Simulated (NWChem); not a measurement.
System: C3H6ClF; SMILES FC(C)(Cl)C

```xyz
11

C      0.6490     0.8368     1.2826
C     -0.0053     0.3570     0.0000
C      0.6490     0.8368    -1.2826
F     -1.3186     0.7692     0.0000
Cl    -0.0339    -1.4841     0.0000
H      0.0978     0.4613     2.1480
H      1.6857     0.4970     1.3433
H      0.6305     1.9325     1.3001
H      0.0978     0.4613    -2.1480
H      1.6857     0.4970    -1.3433
H      0.6305     1.9325    -1.3001
```
Atoms are numbered in this order, from 1.

Program: NWChem. All runs use the structure optimised with B3LYP/6-31G* (spherical d). Atomic charges in e: unrestrained fits to the electrostatic potential beside Mulliken populations; buried atoms are poorly determined by the fit.

Task: Predict the results for B3LYP/def2-SVP. Quantities: ESP C1; Mulliken C1; ESP C2; Mulliken C2; ESP C3; Mulliken C3; ESP F4; Mulliken F4; ESP Cl5; Mulliken Cl5; relative RMS misfit of the potential (%).

Result: 
```json
{
 "ESP C1": "-0.21",
 "Mulliken C1": "0.08",
 "ESP C2": "0.58",
 "Mulliken C2": "0.05",
 "ESP C3": "-0.22",
 "Mulliken C3": "0.08",
 "ESP F4": "-0.29",
 "Mulliken F4": "-0.22",
 "ESP Cl5": "-0.24",
 "Mulliken Cl5": "-0.16",
 "relative RMS misfit of the potential (%)": "29"
}
```
